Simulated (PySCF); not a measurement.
C2H7ClO2Si

The system: C2H7ClO2Si, a small molecule; neutral, singlet. The structure, one conformer, was relaxed in the gas phase by PBE0-D3(BJ)/def2-SVP. No frequency run checks that it is a minimum.

SMILES: CO[SiH](Cl)OC

Coordinates in Å:
```
Si1    -0.258   -0.400    0.188
Cl2     0.297   -1.497    1.857
O3      0.071    1.183    0.436
C4     -0.271    1.955    1.555
O5      0.655   -0.848   -1.093
C6      0.882   -2.155   -1.547
H7     -1.703   -0.656   -0.029
H8      0.246    2.923    1.481
H9      0.037    1.467    2.496
H10    -1.357    2.149    1.601
H11     1.254   -2.807   -0.738
H12    -0.034   -2.609   -1.966
H13     1.641   -2.121   -2.342
```

Shieldings: GIAO PBE0/pcSseg-1. Shifts are against computed references at the same level: C TMS (σ 184.4 ppm), H TMS (σ 31.27 ppm), Si TMS (σ 352.0 ppm). Core levels by delta-SCF with SCAN, pcX-2 on the ionised atom and pcseg-1 elsewhere, spin-free X2C (2p3/2 is the spin-free 2p value less a third of a first-order spin-orbit splitting); from the vacuum level, for chosen atoms.

Question: Give the NMR and core-level values of the distinct atoms.

Answer: 
```csv
atoms,bonded to,σ (ppm),δ (ppm),core level (eV)
Si1,1 Cl + 2 O + 1 H,386.1,-34.1,2p3/2 108.53
Cl2,1 Si,898.2,-,2p3/2 205.92
O3 O5,1 C + 1 Si,294.5,-,1s 538.48
C4 C6,1 O + 3 H,133.4,51.0,1s 292.73
H7,1 Si,26.23,5.04,-
H8 H9 H10,1 C,27.59,3.67,-
H11 H12 H13,1 C,27.60,3.67,-
```

Values are those of this one static structure, with the three H of a rotating XH3 group averaged; atoms that internal rotation interchanges would show their mean in an NMR spectrum.

Question: By CAM-B3LYP/def2-SVPD (TDDFT singlets, Tamm-Dancoff triplets, ionisation by delta-SCF), where does absorption start, and what does vertical ionisation take?

Answer: The lowest singlet lies at 8.06 eV (f 0.009), the strongest of the first 6 at 8.59 eV (f 0.037), the lowest triplet at 7.73 eV; vertical ionisation takes 10.86 eV.
